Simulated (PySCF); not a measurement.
# Ionisation energy of V⁺ by level of theory

V⁺ [Ar] 3d4 (5D) → V²⁺ [Ar] 3d3 (4F), as a difference of total energies. Computed with PySCF 2.14 in x2c-QZVPPall, with the spin-free X2C one-electron Hamiltonian (Gaussian nucleus). Correlated levels: valence: [Ar] frozen; valence and next inner shell: [Ne] frozen. The calculations carry no spin-orbit coupling.

```csv
method,ionisation energy (eV),plus first-order spin-orbit estimate,error of that sum (eV)
UHF,13.158,13.142,-1.492
LDA,15.735,15.718,+1.084
PBE,15.342,15.326,+0.692
PBE0,14.986,14.970,+0.336
TPSS,14.956,14.939,+0.305
MP2 (valence),13.937,13.920,-0.714
SCS-MP2 (valence),13.418,13.401,-1.233
MP2 (valence and next inner shell),14.721,14.704,+0.070
SCS-MP2 (valence and next inner shell),14.150,14.134,-0.500
```

Reference: 14.634 ± 0.007 eV (measured; NIST Atomic Spectra Database, ionization energies).

A first-order spin-orbit estimate (lowest level to lowest level, LS coupling) adds -0.017 eV.

Errors of the correlated levels include the incompleteness of this basis and the frozen core.
